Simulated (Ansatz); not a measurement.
Input for Ansatz (development build ahead of 0.2.0):

```yaml
crystal:
  periodic: [false, false, false]
  atoms:
    - { symbol: Mn, position_ang: [0.0, 0.0, 0.0] }
    - { symbol: O, position_ang: [0.0, 1.48635, 0.69309] }
    - { symbol: Cl, position_ang: [0.0, -1.95762, 0.91285] }
basis:
  gaussian: { orbitals: pcseg-2 }
magnetization:
  spin_polarized: true
  initial_magnetization: 4
hamiltonian:
  xc: pbe0
```

The input is written out in the form of the current development build from the run's settings.

The run gave:

```yaml
Converged: yes
Total_energy: -1686.08470 hartree
Spin_squared_of_the_determinant: 6.365
Stability_test: minimum
```

Caution: other spin multiplicities were not run; the unrestricted determinant is spin contaminated.
